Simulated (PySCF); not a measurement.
Gas-phase reaction: GeF3 + Cl ⇌ GeF2 + ClF

Energies from PySCF, thermal terms from the rigid-rotor harmonic-oscillator model, ideal gas at 1 bar. † marks an energy on the PBE0/def2-TZVP geometry and frequencies; other levels use their own. 6-31G* has spherical d functions here. Open shells (unrestricted): GeF3 (multiplicity 2), Cl (multiplicity 2, electronic degeneracy 6); the rest are closed-shell singlets. Spin-orbit splitting is ignored; it lowers the true energy and changes the entropy of Cl. B3LYP is the form with VWN-RPA correlation. Ge: all electrons, no relativistic terms. GeF3: computed as isolated molecules; such fragments, hydroxides, amides, oligomers or adducts are transient or little studied in the gas. The harmonic model lacks anharmonicity and excited electronic states, which grow with temperature; levels with a mode under 35 cm⁻¹ are left out.

```csv
level,"ΔE electronic, kJ","ΔH°(298 K), kJ","ΔS°(298 K), J/K","ΔG°(600 K), kJ"
B3LYP/6-31G*,46,44,20,33
B3LYP/def2-TZVP†,35,32,21,20
BLYP/def2-TZVP†,12,9,21,-2
HF/6-31G*,182,179,22,167
HF/def2-TZVP†,182,180,21,168
PBE/def2-SVP,35,32,20,21
PBE0/def2-QZVP†,48,45,21,34
PBE0/def2-SVP†,67,64,21,52
r2SCAN/def2-TZVP†,65,62,21,51
ωB97M-V/def2-TZVP†,32,29,21,18
```
ΔH° is lowest at BLYP/def2-TZVP† and highest at HF/def2-TZVP†. No reference value is set beside these.
